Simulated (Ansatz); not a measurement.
Reaction (cleavage of the Si–B bond): `NB[SiH2]N` + `[OH][SnH3]` → `N[SiH2][O][SnH3]` + `BN`

Isolated molecules relaxed with PBE0-D4/def2-TZVP in Ansatz; ΔE leaves out vibrations. CCSD(T)/CBS is the MP2 limit (def2-TZVPP, def2-QZVPP) plus CCSD(T) − MP2 in def2-TZVPP, frozen cores. This one scheme is used for every species. Functionals use def2-TZVPP. def2 core potentials past Kr. For Sn outer-core shells are correlated without core-valence functions, which leaves a few kJ/mol of doubt a bond. Each species was taken in one conformer, which may not be the lowest.

CCSD(T)/CBS gives -1.67 eV.

(1) Another level gave -1.63 eV. Which?
A. ωB97X-V/def2-TZVPP
B. PBE-D4/def2-TZVPP
C. HF/def2-TZVPP
D. B2PLYP/def2-TZVPP

Largest T1 diagnostic among the species: 0.014.

## Answers

(1) A. ωB97X-V -1.63, B2PLYP -1.67, HF/def2-TZVPP -1.86, PBE-D4 -1.42 eV.

In def2-TZVPP, CCSD(T) changes the Hartree–Fock value by +0.20 eV (the triples alone add +0.02 eV) and MP2 by +0.12 eV. From PBE to PBE0 (25 % exact exchange), in def2-TZVPP and without D4, ΔE moves by −0.10 eV. The D4 term adds −0.06 eV with B3LYP and −0.03 eV with PBE0; it sums over pairs of atoms, weighted by their polarisabilities, and B3LYP, whose exchange is more repulsive, gets the larger term.

B3LYP here is the variant with VWN-RPA as its local correlation; programs differ in this.
